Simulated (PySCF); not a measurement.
C3H9ClOSi, SMILES CC(C)(O)[SiH2]Cl. Geometry: PBE-D3(BJ)/def2-SVP. The values are those of a single conformer.

Computed equilibrium geometry at PBE-D3(BJ)/def2-SVP (PySCF confirms it by a frequency run) as bond lengths and angles (one conformer of several):
Atoms: C1 C2 C3 O4 Si5 Cl6 H7 H8 H9 H10 H11 H12 H13 H14 H15. Bond lengths (Å): C1–C2 1.528, C1–H7 1.111, C1–H8 1.108, C1–H9 1.109, C2–C3 1.533, C2–O4 1.438, C2–Si5 1.922, C3–H10 1.109, C3–H11 1.110, C3–H12 1.110, O4–H13 0.979, Si5–Cl6 2.105, Si5–H14 1.505, Si5–H15 1.500. Angles (°): C2–C1–H7 109.3, C2–C1–H8 111.1, C2–C1–H9 111.5, H7–C1–H8 107.6, H7–C1–H9 108.2, H8–C1–H9 108.9, C1–C2–C3 111.8, C1–C2–O4 106.3, C1–C2–Si5 110.0, C3–C2–O4 110.9, C3–C2–Si5 111.7, O4–C2–Si5 106.0, C2–C3–H10 111.8, C2–C3–H11 111.1, C2–C3–H12 109.4, H10–C3–H11 107.8, H10–C3–H12 108.6, H11–C3–H12 108.1, C2–O4–H13 106.7, C2–Si5–Cl6 104.5, C2–Si5–H14 115.2, C2–Si5–H15 111.0, Cl6–Si5–H14 107.6, Cl6–Si5–H15 107.7, H14–Si5–H15 110.4.
Charge 0, spin multiplicity 1.
